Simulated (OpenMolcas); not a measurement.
## Eu3+ in a ligand field

Eu3+ with 6 ligands (oxide) in octahedral coordination (Oh) at 2.33 Å. A charge of +1.5 e stands 3.2 Å behind each ligand. Ligand basis ANO-RCC-VDZP.
```
Eu    0.0000    0.0000    0.0000
O     2.3300    0.0000    0.0000
O     0.0000    2.3300    0.0000
O    -2.3300    0.0000    0.0000
O     0.0000   -2.3300    0.0000
O     0.0000    0.0000    2.3300
O     0.0000    0.0000   -2.3300
```

```yaml
Program: OpenMolcas 26.06
Method: CASSCF
Basis: ANO-RCC-VDZP [7s6p4d2f1g]
Scalar_Hamiltonian: DKH2, point nucleus
Active_space: 6 electrons in 7 orbitals (4f)
State_averaging: 2S+1 = 7 even, 7 roots; 2S+1 = 5 even, 77 roots kept (CI in the orbitals of an earlier block); 2S+1 = 3 even, 3 roots kept (CI in the orbitals of an earlier block)
Spin-orbit_coupling: state interaction with AMFI integrals over the reference wave functions
```

The lowest spin-free states (labels of O, the rotations of Oh), above the lowest:

```
State  Degeneracy  E (cm-1)  Free-ion L (%)
  7T1           3       0.0         F (100)
  7T2           3     533.7         F (100)
  7A2           1     703.3         F (100)
  5T2           3     24407         D (100)
   5E           2     24546         D (100)
  5T2           3     27595         L (100)
   5E           2     27633          L (99)
  5T1           3     27733          L (99)
  5T2           3     27963          L (97)
   5E           2     28282         L (100)
  5T1           3     28308          L (99)
  5A1           1     28350         L (100)
  5A1           1     29087         G (100)
  5T1           3     29121          G (99)
   5E           2     29153          G (99)
  5T2           3     29441          G (97)
  5T1           3     33392         H (100)
  5T2           3     33634         H (100)
   5E           2     33919         H (100)
  5T1           3     34006         H (100)
```

The lowest levels with spin-orbit coupling:

```csv
E (cm-1),Degeneracy,Label,2S+1,J,|mJ| (%)
0.0,1,A1,7,0.16,0 (100)
362.5,3,T1,7,1.08,1 (66)
903.9,2,E,7,2.03,2 (50)
1097,3,T2,7,2.09,1 (65)
1856,1,A2,7,3.03,2 (100)
1921,3,T2,7,3.00,1 (42)
1980,3,T1,7,3.03,3 (41)
2778,3,T2,7,3.99,3 (57)
3046,1,A1,7,4.00,0 (58)
3047,3,T1,7,4.01,1 (57)
3047,2,E,7,4.03,2 (50)
3992,3,T1,7,4.98,3 (59)
4026,3,T2,7,5.04,2 (33)
4030,2,E,7,5.00,2 (50)
4249,3,T1,7,5.01,5 (34)
5187,2,E,7,5.98,0 (43)
5211,3,T2,7,5.98,1 (53)
5273,1,A2,7,5.99,2 (69)
5435,3,T2,7,5.98,5 (40)
5469,3,T1,7,5.99,4 (33)
```

Powder χT (cm3 K/mol): 0.0115 at 2 K, 0.0576 at 10 K, 0.288 at 50 K, 0.576 at 100 K, 1.05 at 200 K, 1.35 at 300 K. The effective moment at 300 K is 2.828 √(χT) = 3.28 μB.

Hund's rules give f6 a J = 0 ground level with no moment of its own; the computed χT of 1.348 cm3 K/mol at 300 K comes from higher levels.

Metal share of the active 4f orbitals (Löwdin): 100, 100, 100, 100, 100, 100, 100 %; Mulliken charge of the metal 2.00.

High states are left out of the spin-orbit mixing, which shifts the levels that they would mix with. The oxide ions are held by bare point charges, a crude embedding. Without dynamic correlation the ligand-field splitting of an f shell can come out too small, at times by half. The first state left out of the spin-orbit step lies near 46000 cm-1 above the lowest spin-free state of the reference (among the parities and spins computed), and the lists stop at four fifths of that energy or lower. No measured value stands beside these numbers; the geometry was imposed, not optimised, and the real ion may take another.

The RASSCF and RASSI steps took 94 s on 1 thread of Arm Neoverse V1 (shared host); the integral step is not counted.
